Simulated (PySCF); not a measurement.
Computed IR spectrum (relative IR intensity) of a molecule CH6N2Si2. The structure is a stationary point at B3LYP-D3(BJ)/def2-SVP. The values are those of a single conformer. Method: B3LYP-D3(BJ)/def2-SVP (PySCF). Frequencies are harmonic and unscaled.

ν (cm⁻¹): 106 (w), 136 (m), 216 (s), 323 (m), 395 (w), 439 (w), 505 (w), 626 (vw), 660 (w), 690 (m), 706 (w), 730 (m), 799 (s), 869 (m), 896 (m), 923 (vs), 964 (s), 1286 (w), 1532 (m), 1593 (m), 2191 (s), 2203 (s), 2209 (vs), 2994 (m), 3585 (m), 3684 (m) (against the strongest line: vs over 80 %, s over 45 %, m over 15 %, w over 4 %, vw less)

Identify the compound among the candidates.
(A) C1=N[SiH2]N[SiH2]1
(B) N[Si@H]1N=C[SiH2]1
(C) N[Si@H]1C=N[SiH2]1

C, N[Si@H]1C=N[SiH2]1
